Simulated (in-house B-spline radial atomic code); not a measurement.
Configurations of Si IV (Si3+), with energies counted from [Ne] 3s1. Computed with a B-spline radial code for spherical atoms: Dirac-Hartree-Fock, average of configuration, Fermi nucleus of rms radius 3.1224 fm. Energies include first-order Breit, QED and recoil terms.

Occupations are held fixed; configurations that lie above the ionisation limit could autoionise.

| configuration | E - E(ref) (eV) | highest orbital | its <r> (bohr) |
| --- | --- | --- | --- |
| [Ne] 4s1 | 23.763 | 4s1/2 | 3.923 |
| [Ne] (5p1/2)1 | 33.919 | 5p1/2 | 7.336 |
| [He] 2s2 (2p1/2)1 (2p3/2)4 3s1 (3p3/2)1 | 108.31 | 3p3/2 | 1.905 |
| [He] 2s2 (2p1/2)1 (2p3/2)4 3s1 (7d3/2)1 | 143.78 | 7d3/2 | 16.8 |

Q: Order these further configurations by energy, lowest first.
A. [Ne] 6s1
B. [Ne] (6g7/2)1
C. [Ne] (5g9/2)1
D. [He] 2s2 (2p1/2)1 (2p3/2)4 3s1 (6f5/2)1

A: C (36.018 eV), A (36.769 eV), B (38.678 eV), D (142.33 eV).
